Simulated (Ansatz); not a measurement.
Abstraction of H: C2H7AlS + SiH3(SiH2) → C2H6AlS + SiH3(SiH3)

Species: C2H7AlS `[CH3][AlH][S]C`, singlet; SiH3(SiH2), doublet; C2H6AlS `[CH3][Al][S]C`, doublet; SiH3(SiH3) (disilane), singlet. A radical takes H: the energy is the difference in strength between the Al–H bond broken and the Si–H bond made.

Shapes, held fixed at every level: PBE0-D4/def2-TZVP. Flexible molecules stand in one conformer, not always the lowest. Programs: Ansatz 0.2.0. The zero-point and thermal change to 298 K, harmonic and unscaled (PBE0-D4/def2-TZVP), is +4.9 kJ/mol.

```
               level                   kind  ΔH(298 K) (kJ/mol)  less CCSD(T)/CBS estimate
        MP2/def2-SVP    perturbation theory               -17.5                       +1.7
         HF/def2-SVP           Hartree–Fock               -14.3                       +4.9
       HF/def2-TZVPP           Hartree–Fock               -19.1                       +0.1
  PBE0-D4/def2-TZVPP          global hybrid               -23.0                       -3.8
    CCSD(T)/def2-SVP  coupled cluster or CI               -16.4                       +2.8
  CCSD(T)/def2-TZVPP  coupled cluster or CI               -18.6                       +0.6
     CCSD/def2-TZVPP  coupled cluster or CI               -17.2                       +2.0
CCSD(T)/CBS estimate  coupled cluster or CI               -19.2                        0.0
```

The highest level, CCSD(T)/CBS estimate, gives ΔH(298 K) = -19.2 kJ/mol; the levels span -23.0 to -14.3. The column of differences is taken from that level and isn't an error. No measured value is set beside it here. Open shells run unrestricted. The CBS estimate extrapolates MP2 from def2-TZVPP and def2-QZVPP and adds CCSD(T) − MP2 in the triple-zeta set, cores frozen.
